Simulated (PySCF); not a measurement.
BH2O2, SMILES O[B]O (connectivity only; charge and spin as stated), charge +1, multiplicity 1. The structure is a stationary point at B3LYP-D3(BJ)/def2-TZVP. The spin state was assumed, not searched. The isomer is the one that the SMILES or the coordinates give; other isomers of the formula were not compared. The values are those of a single conformer.

TDDFT-PBE/def2-SVPD (PySCF) puts the lowest singlet excitations at 9.28, 9.35, 9.39, 9.57, 9.60, 10.82 eV.

Question: What are the lowest excitation roots from ADC(2)/aug-cc-pVDZ (PySCF)? (The exact figures need the calculation; the answer reports its results.)

Answer: 9.90, 9.91, 10.23, 10.26, 10.41, 11.43 eV. S1 differs by 0.63 eV (second minus first; roots are paired by order, and the bases may differ).
